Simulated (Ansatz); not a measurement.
Ansatz (a first-principles code) input:

Ansatz 0.2 input:
```yaml
crystal:
  periodic: [false, false, false]
  atoms:
    - {symbol: W, position_ang: [-0.00000000, -0.00000000, -0.78549524]}
    - {symbol: Br, position_ang: [0.00000000, 0.00000000, 1.66076136]}
basis:
  gaussian:
    orbitals: def2-TZVP
hamiltonian:
  xc: b3lyp
  dispersion: d3bj
magnetization: {spin_polarized: true, initial_magnetization: 5}
phonons: {temperatures: {t_min: 298.15, t_max: 298.15, t_step: 100}}
```

What final total energy does it print?

-2641.22759 Eh (B3LYP-D3(BJ)/def2-TZVP). The basis has 88 functions.

The spin state was set by rule; other spins were not relaxed.
